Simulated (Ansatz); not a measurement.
Consider the ligand exchange at the Si–C bond: `[SiH3]C1[SiH2]S1` + `CN(C)N` → `CN(C)N[SiH3]` + `C1[SiH2]S1`.

Program: Ansatz. Geometries: PBE0-D4/def2-TZVP. ΔE: electronic, gas phase. CCSD(T)/CBS is the MP2 limit (def2-TZVPP, def2-QZVPP) plus CCSD(T) − MP2 in def2-TZVPP, frozen cores. This one scheme is used for every species. Functionals use def2-TZVPP. B3LYP here is the variant with VWN-RPA as its local correlation; programs differ in this. One conformer a species, not always the lowest.

`[SiH3]C1[SiH2]S1`:

Cartesian coordinates in Å:
```
Si 1.062 -1.114 -0.044
C -0.547 -0.267 0.352
Si -0.928 1.418 -0.288
S -0.387 1.043 1.690
H 1.566 -1.878 1.128
H 0.868 -2.056 -1.181
H 2.062 -0.084 -0.422
H -1.406 -0.915 0.523
H -2.334 1.770 -0.577
H 0.044 2.084 -1.181
```

`CN(C)N`:

```xyz
12

C     0.922   -0.198    0.992
N     0.219   -0.396   -0.252
C    -1.211   -0.272   -0.089
N     0.734    0.495   -1.217
H     0.589   -0.939    1.721
H     0.751    0.807    1.421
H     1.991   -0.320    0.821
H    -1.510    0.741    0.242
H    -1.711   -0.484   -1.037
H    -1.566   -0.992    0.652
H     0.492    0.140   -2.135
H     0.302    1.418   -1.121
```

`CN(C)N[SiH3]`:

Z-matrix (Å, degrees):
```
C
N 1 1.446
H 1 1.105 2 113.3
H 1 1.091 2 109.5 3 121.0
H 1 1.092 2 109.2 3 -120.1
C 2 1.447 1 112.2 3 61.3
N 2 1.407 1 112.3 3 -65.0
H 6 1.090 2 109.3 1 177.5
H 6 1.092 2 109.0 1 58.8
H 6 1.103 2 113.2 1 -61.5
Si 7 1.726 2 127.7 1 53.9
H 7 1.006 2 111.5 1 -112.5
H 11 1.485 7 104.4 2 176.6
H 11 1.492 7 115.0 2 -64.3
H 11 1.488 7 111.8 2 57.3
```

`C1[SiH2]S1`:

Z-matrix (Å, degrees):
```
C
S 1 1.862
Si 1 1.840 2 68.6
H 1 1.086 2 113.2 3 -114.5
H 1 1.086 2 113.2 3 114.5
H 3 1.479 1 119.3 2 106.8
H 3 1.479 1 119.3 2 -106.8
```

```json
{"level": "PBE-D4", "ΔE (kcal/mol)": "-3.9"}
{"level": "B3LYP", "ΔE (kcal/mol)": "-5.7"}
```

**Question.** What does CCSD(T)/CBS give? (An estimate is asked.)

**Answer.** The calculation gave: -4.3 kcal/mol. The listed levels differ from it by 0.4, -1.4 kcal/mol.

Largest T1 diagnostic among the species: 0.013.

In def2-TZVPP, CCSD(T) changes the Hartree–Fock value by +2.3 kcal/mol (the triples alone add +0.5 kcal/mol) and MP2 by +2.5 kcal/mol.
